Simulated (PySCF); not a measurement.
Spinor energies of Cr⁶⁺ (chromium, charge +6)

Start: [Ar]. Calculated with PySCF 2.14 in x2c-TZVPPall-2c with one added diffuse shell each of s, p, d, f type (7s8p5d3f1g, 86 functions): generalised Hartree-Fock with the X2C-1e Hamiltonian and a Gaussian nucleus; spin-orbit coupling (SO) screened by Boettger's factors.

```tsv
spinor shell	electrons	ε, screened SO (eV)	weight of nominal j (screened SO)	rms radius, screened SO (bohr)
1s1/2	2	-6158.2	1.000	0.0734
2s1/2	2	-843.22	1.000	0.316
2p1/2	2	-730.06	1.000	0.285
3s1/2	2	-198.25	1.000	0.904
3p1/2	2	-161.49	1.000	0.938
3p3/2	4	-160.18	1.000	0.945
```

Q: Where does 2p3/2 lie, and what is the 2p spin-orbit splitting (screened SO)?

A: At -721.16 eV, 8.895 eV above 2p1/2.

```tsv
quantity	screened SO
E (hartree)	-1040.20382
M_J	0
⟨J²⟩	0.000
⟨L²⟩	0.000
⟨S²⟩	0.000
```
